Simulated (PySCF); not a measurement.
## RbTl⁺: from constants to spectrum

UHF-CCSD(T) constants of RbTl⁺, ²Σ⁺ (doublet), unpaired electrons σ ↑ (basis Rb def2-SVPD with ECP28, Tl def2-SVPD with ECP60; scalar-relativistic core potentials; PySCF 2.14; masses 84.9118 and 204.9744 u):

* ωe: 42.2 cm⁻¹
* ωexe: 0.0856 cm⁻¹
* Be: 0.015156 cm⁻¹
* αe: 5.96e-05 cm⁻¹
* D (centrifugal): 7.8e-09 cm⁻¹

Task: Give the vibrational terms G(v) and spacings up to v = 6.

Result: G(v) = ωe(v+½) − ωexe(v+½)².

```json
{"v": "0", "G(v) (cm⁻¹)": "21.1", "G(v) − G(v−1)": "", "Bv (cm⁻¹)": "0.01513"}
{"v": "1", "G(v) (cm⁻¹)": "63.1", "G(v) − G(v−1)": "42.0", "Bv (cm⁻¹)": "0.01507"}
{"v": "2", "G(v) (cm⁻¹)": "105.0", "G(v) − G(v−1)": "41.9", "Bv (cm⁻¹)": "0.01501"}
{"v": "3", "G(v) (cm⁻¹)": "146.7", "G(v) − G(v−1)": "41.7", "Bv (cm⁻¹)": "0.01495"}
{"v": "4", "G(v) (cm⁻¹)": "188.2", "G(v) − G(v−1)": "41.5", "Bv (cm⁻¹)": "0.01489"}
{"v": "5", "G(v) (cm⁻¹)": "229.5", "G(v) − G(v−1)": "41.3", "Bv (cm⁻¹)": "0.01483"}
{"v": "6", "G(v) (cm⁻¹)": "270.7", "G(v) − G(v−1)": "41.2", "Bv (cm⁻¹)": "0.01477"}
```

Correlated steps freeze 4 core orbitals. These are scalar-relativistic numbers at best; spin–orbit coupling would shift them, the dissociation energy most. The state is the lowest determinant that a PBE0 search found; another state may lie lower at other levels.
